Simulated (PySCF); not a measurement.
## Pd³⁶⁺ (palladium, charge +36): Hartree-Fock from Schrödinger to Dirac-Coulomb-Breit

Occupied: 1s1/2, 2s1/2, 2p1/2, 2p3/2. Hartree-Fock calculated with PySCF 2.14 in an even-tempered Gaussian basis (17 s from 5 bohr⁻², ratio 2.7; 12 p from 6 bohr⁻², ratio 2.7), Gaussian nucleus throughout. NR is non-relativistic, sf-X2C the spin-free one-electron X2C Hamiltonian, X2C adds the bare one-electron spin-orbit term, X2C-SNSO screens it by Boettger's factors, DC is four-component Dirac-Coulomb, and the Gaunt and Breit terms are added at first order (total energies over the DC spinors, levels after relaxing the spinors in that mean field). QED terms are absent. Levels marked empty are virtual spinors of this ion.

| Hamiltonian | E (hartree) | E − E(DC) (hartree) | CPU seconds |
| --- | --- | --- | --- |
| NR | -3843.9915 | 97.4676 | 0.26 |
| sf-X2C | -3939.7072 | 1.7519 | 0.14 |
| X2C | -3940.5006 | 0.9585 | 0.18 |
| X2C-SNSO | -3940.4314 | 1.0277 | 0.18 |
| DC | -3941.4591 | 0.0000 | 7.3 |
| DC+Gaunt | -3938.4202 | 3.0389 | 12 |
| DC+Breit | -3938.6849 | 2.7742 | 36 |

Problem. Give the 3p spin-orbit interval with each Hamiltonian that has one.

Solution. X2C 43.82; X2C-SNSO 41.85; DC 41.76; DC+Gaunt 41.09; DC+Breit 41.09 (eV).

```json
{"level (eV)": "1s1/2", "NR": "-25927.0", "sf-X2C": "-26663.7", "X2C": "-26662.4", "X2C-SNSO": "-26662.5", "DC": "-26681.5", "DC+Gaunt": "-26631.3", "DC+Breit": "-26634.5"}
{"level (eV)": "2s1/2", "NR": "-5499.3", "sf-X2C": "-5698.4", "X2C": "-5698.1", "X2C-SNSO": "-5698.2", "DC": "-5700.4", "DC+Gaunt": "-5695.5", "DC+Breit": "-5695.8"}
{"level (eV)": "2p1/2", "NR": "-5270.8", "sf-X2C": "-5336.9", "X2C": "-5457.3", "X2C-SNSO": "-5451.8", "DC": "-5452.7", "DC+Gaunt": "-5444.1", "DC+Breit": "-5445.0"}
{"level (eV)": "2p3/2", "NR": "-5270.8", "sf-X2C": "-5336.9", "X2C": "-5281.7", "X2C-SNSO": "-5284.0", "DC": "-5285.6", "DC+Gaunt": "-5279.5", "DC+Breit": "-5280.4"}
{"level (eV)": "3s1/2 (empty)", "NR": "-2186.6", "sf-X2C": "-2246.7", "X2C": "-2246.6", "X2C-SNSO": "-2246.6", "DC": "-2247.1", "DC+Gaunt": "-2245.9", "DC+Breit": "-2246.0"}
{"level (eV)": "3p1/2 (empty)", "NR": "-2113.5", "sf-X2C": "-2139.3", "X2C": "-2169.3", "X2C-SNSO": "-2168.0", "DC": "-2168.2", "DC+Gaunt": "-2166.0", "DC+Breit": "-2166.3"}
{"level (eV)": "3p3/2 (empty)", "NR": "-2113.5", "sf-X2C": "-2139.3", "X2C": "-2125.5", "X2C-SNSO": "-2126.1", "DC": "-2126.4", "DC+Gaunt": "-2124.9", "DC+Breit": "-2125.3"}
```

Weight of the small component: 1s1/2 0.0284, 2s1/2 0.00617, 2p1/2 0.00611, 2p3/2 0.00590, 3s1/2 0.00233, 3p1/2 0.00228, 3p3/2 0.00223.

Koopmans' value for the highest occupied level at DC+Breit: 5280.4 eV, against an ionisation energy of 5284 ± 3 eV (semi-empirical (NIST evaluation); NIST Atomic Spectra Database, ionization energies); the former lacks relaxation, correlation, QED and recoil.

The whole ladder took 58 s of wall time on 1 thread of Neoverse-V1 (shared host), launched as `OMP_NUM_THREADS=1 python relrun2.py TASK.json OUT` (a driver that calls PySCF for each Hamiltonian).
